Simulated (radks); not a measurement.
The numbers below are computed, except where a source is named.
Problem. Radial electron density D(r) = 4 pi r^2 rho(r) of an atom or ion with 34 electrons. Code: a radial shooting solver on a logarithmic mesh with Libxc functionals. Model: non-relativistic Kohn-Sham, PBE, spin-polarised, spherical densities, point nucleus.

r (bohr),D(r) (e/bohr),spin D(r)
0.004433,4.947,-0.0000637
0.005079,6.215,-0.0000762
0.005819,7.758,-0.0000887
0.006666,9.613,-0.0000990
0.007638,11.81,-0.000103
0.00875,14.38,-0.0000948
0.01002,17.31,-0.0000625
0.01149,20.59,0.0000115
0.01326,24.35,0.000167
0.0152,28.07,0.000432
0.01741,31.76,0.000880
0.01995,35.21,0.00161
0.02285,38.14,0.00274
0.02618,40.28,0.00448
0.03,41.39,0.00703
0.03437,41.36,0.0107
0.03937,40.24,0.0157
0.04511,38.33,0.0224
0.05168,36.18,0.0309
0.05968,34.45,0.0415
0.06838,34.09,0.0523
0.07834,35.49,0.0626
0.08975,38.61,0.0702
0.1028,42.79,0.0724
0.1178,46.78,0.0667
0.135,49.08,0.0521
0.1546,48.48,0.0304
0.1772,44.70,0.00715
0.203,38.65,-0.00827
0.2344,31.94,-0.00460
0.2686,27.56,0.0244
0.3077,26.40,0.0749
0.3525,28.16,0.131
0.4039,31.07,0.169
0.4627,32.82,0.168
0.5301,31.79,0.121
0.6073,27.74,0.0502
0.6958,21.77,-0.00473
0.7972,15.51,0.00249
0.9133,10.34,0.102
1.055,6.740,0.306
1.208,4.964,0.559
1.384,4.202,0.812
1.586,3.848,0.999
1.817,3.481,1.07
2.082,2.942,1.000
2.385,2.268,0.829
2.733,1.581,0.608
3.131,0.9934,0.393
3.587,0.5621,0.224
4.143,0.2741,0.108
4.746,0.1241,0.0467
5.438,0.04951,0.0172
6.23,0.01703,0.00523
7.137,0.004930,0.00123
8.177,0.001175,0.000206

What is the nuclear charge?

Solution. Z = 34. The innermost maximum, from 1s, lies near 1/Z = 0.0294 bohr (found: 0.0320), and its height grows with Z. The density is that of neutral selenium in [Ar] 3d10 4s2 4p4; the configuration itself is not fixed sharply by these data, and Z only to about a unit. D(r) has 3 maxima, at r = 0.0320, 0.140, 0.474 bohr, and minima at 0.0657, 0.300 bohr, inside which lie 2.08, 11.02 electrons.
